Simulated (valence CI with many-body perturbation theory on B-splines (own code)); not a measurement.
Results of a calculation; reference values are marked as such.
Hyperfine factors and g values of In XLIV

Level of theory: configuration interaction combined with many-body perturbation theory (CI+MBPT): four valence electrons over a frozen Dirac-Fock core [He], a basis of 11 s, 11 p, 9 d, 7 f, 5 g, 2 h, 1 i functions for each j, with the one-electron correlation potential Σ1, the two-electron term Σ2, the three-electron term Σ3, Breit, model QED; selected CI, second order for the rest (own B-spline code, finite nucleus).

No measured spectrum was set against this ion. As an estimate, large intervals hold to a few tenths of a per cent, small ones and those within an open d or f shell to about a per cent. Among the levels kept, up to 260 cm⁻¹ of a level comes from second order outside the variational space, and about a tenth of that is noise between levels of different J, which matters for small intervals.

A/g_I is the dipole constant over the nuclear g factor μ/I (μ in nuclear magnetons, uniformly magnetised nucleus), B/Q the quadrupole constant per barn. Both hold the static response of the core; the bare values leave it out. Large factors of s and p1/2 electrons are usually good to 5 to 10 %; those of open d and f shells near neutrality can be off by tens of per cent, and small factors of p3/2, d and f electrons come from cancelling terms and can be off by a factor of two or in sign, in half-filled shells by more. B is blank for J = 1/2, where it vanishes, and for nearly pure S terms. Energies count from the lowest level. Levels with J = 0 are left out.

Levels are named by their leading jj configuration (3d3/2^4 stands for four electrons in 3d with j = 3/2), which in mixed levels can hold well under half, so a name can repeat and another be missing. Letters in brackets count levels of one name in rising energy.

```tsv
Level	E (eV)	g	A/g_I (MHz)	A/g_I bare	B/Q (MHz/b)	B/Q bare
(2s^2 2p1/2 2p3/2) J=1	212.7	1.487	-71800	-61200	211000	211000
(2s^2 2p1/2 2p3/2) J=2	227.2	1.178	511000	514000	345000	346000
(2s 2p1/2^2 2p3/2) J=2	373.4	1.613	1210000	1210000	339000	340000
(2s 2p1/2^2 2p3/2) J=1	428.6	1.056	-763000	-739000	294000	295000
(2s^2 2p3/2^2) J=2	450.6	1.292	230000	236000	74300	74400
(2s 2p1/2 2p3/2^2) J=2 [a]	575.0	1.524	915000	911000	208000	208000
(2s 2p1/2 2p3/2^2) J=3	606.1	1.317	1110000	1100000	-1060	-1090
(2s 2p1/2 2p3/2^2) J=1 [a]	650.9	1.285	-294000	-277000	-281000	-282000
(2s 2p1/2 2p3/2^2) J=2 [b]	661.0	1.086	-2740	10200	-141000	-142000
(2s 2p1/2 2p3/2^2) J=1 [b]	665.2	1.383	1970000	1950000	120000	120000
(2p1/2^2 2p3/2^2) J=2	836.6	1.343	203000	216000	65000	65100
(2s 2p3/2^3) J=2	853.4	1.384	1260000	1250000	-410000	-411000
(2s 2p3/2^3) J=1	903.9	1.217	-795000	-766000	-131000	-131000
(2p1/2 2p3/2^3) J=1	1057.6	1.487	-89900	-71000	-208000	-209000
(2p1/2 2p3/2^3) J=2	1073.0	1.127	513000	518000	-483000	-484000
(2s^2 2p1/2 3s) J=1	4047.7	1.327	1330000	1320000	-11300	-11300
(2s^2 2p1/2 3p1/2) J=1	4094.8	0.657	913000	906000	-2610	-2610
(2s^2 2p1/2 3p3/2) J=1	4165.3	1.580	306000	303000	57300	57400
(2s^2 2p1/2 3p3/2) J=2	4172.1	1.162	401000	400000	110000	110000
(2s 2p1/2^2 3s) J=1	4196.0	2.038	2130000	2100000	-589	-592
(2s^2 2p1/2 3d3/2) J=2	4213.7	0.755	383000	380000	28800	29100
(2s^2 2p1/2 3d3/2) J=1	4228.5	0.909	120000	117000	8640	8760
(2s^2 2p1/2 3d5/2) J=2	4241.1	1.282	-197000	-196000	24700	25000
(2s^2 2p1/2 3d5/2) J=3	4243.9	1.108	247000	245000	11700	12000
(2s 2p1/2^2 3p1/2) J=1	4246.4	1.382	1840000	1820000	-6150	-6140
(2s^2 2p3/2 3s) J=2	4278.8	1.484	477000	478000	420000	421000
(2s^2 2p3/2 3s) J=1	4283.9	1.144	-20500	-8900	223000	224000
(2s 2p1/2^2 3p3/2) J=2	4316.7	1.558	1070000	1060000	110000	110000
(2s 2p1/2^2 3p3/2) J=1	4321.1	1.083	-940000	-924000	58100	58200
(2s^2 2p3/2 3p1/2) J=1	4337.5	1.445	194000	203000	210000	210000
(2s^2 2p3/2 3p1/2) J=2	4340.1	1.183	282000	286000	400000	400000
```

**Question.** Take the isotope of mass number 113, with I = 9/2, μ = 5.5208 μN and Q = 0.761 b. What is the hyperfine structure of (2s^2 2p3/2^2) J=2?

**Answer.** From the table A = 282000 MHz, B = 56500 MHz. Shifts from the centre of gravity in MHz: F = 5/2: -3080000, F = 7/2: -2110000, F = 9/2: -862000, F = 11/2: 689000, F = 13/2: 2550000.
